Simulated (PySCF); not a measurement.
## IrI₂, quartet: data card

Method: PySCF, UPBE0, basis Ir def2-TZVP with ECP60, I def2-TZVP with ECP28 (scalar-relativistic core potentials, no spin–orbit coupling, density fitting).

The structure is a minimum.

Coordinates in bohr (charge 0 multiplicity 4):
```
Ir    0.0000    0.0000    0.0000
I     4.7127    0.0000    0.0000
I    -4.7127    0.0000    0.0000
```

```
Point group                                                                   : D∞h
Bond lengths                                                                  : Ir–I 2.494 Å (×2)
Bond angles                                                                   : I–Ir–I 180.0°
Dipole moment                                                                 : 0.00 D
Entropy at 298.15 K and 1 bar (electronic part: spin only)                    : 345.6 J/(mol K)
Enthalpy at 298.15 K above 0 K                                                : 16.11 kJ/mol
Principal polarisabilities                                                    : 70.9, 70.9, 217.7 bohr³
Zero-point energy                                                             : 2.9 kJ/mol
Atomisation energy without zero-point energy                                  : 586 kJ/mol
Spin squared ⟨S²⟩                                                             : 3.763
Rotational constants                                                          : 0.01068 cm⁻¹
Heat capacity Cp at 298.15 K                                                  : 60.9 J/(mol K)
Highest occupied level (β)                                                    : -7.53 eV
Rotational symmetry number                                                    : 2
Principal quadrupole moments (Buckingham, traceless) about the centre of mass : -2.08, -2.08, 4.16 D Å
Lowest empty level (β)                                                        : -4.47 eV
```

Harmonic modes (masses in u: Ir 192.963, I 126.904):
```
symmetry  ω (cm⁻¹)  IR (km/mol, summed over degenerate members)
      πu        33                                          0.0
     σg+       179                                          0.0
     σu+       246                                         45.2
```

In D∞h the vibrations span πu + σg+ + σu+. The σg+ mode carries no infrared intensity, as symmetry demands. With a centre of inversion only u modes can be infrared active and only g modes Raman active.

Charges (e):
```csv
atom,Mulliken,Löwdin,polar tensor,spin (Mulliken),Mayer order to Ir1
Ir1,0.35,-0.24,0.78,2.29,–
"I2,3",-0.18,0.12,-0.39,0.35,1.27
```

Mulliken populations on Ir1 (electrons outside its core potential): s 3.06, p 6.23, d 7.34, f 0.01.

Outer orbital energies (eV). α occupied: -9.94, -9.09, -8.95, -8.64, -8.64, -8.49, -7.55, -7.55; empty: -0.91, -0.25, -0.25, 1.60. β occupied: -11.43, -9.08, -9.08, -8.86, -8.17, -8.06, -8.06, -7.53; empty: -4.47, -4.47, -4.18, -0.47.

Formally Ir is in oxidation state +2, d7, with 3 unpaired electrons (the high-spin count). The Mulliken spin on Ir is 2.29. The polar-tensor charge on Ir, 0.78, is far below the formal one.

Only a few start shapes were tried, so a lower isomer may exist. Open d and f shells are described by one determinant, and the ground state may have another occupation or spin. With an element this heavy the missing spin–orbit coupling can shift these numbers.

The final relaxation and frequency run took roughly 6 core-minutes on a shared host.
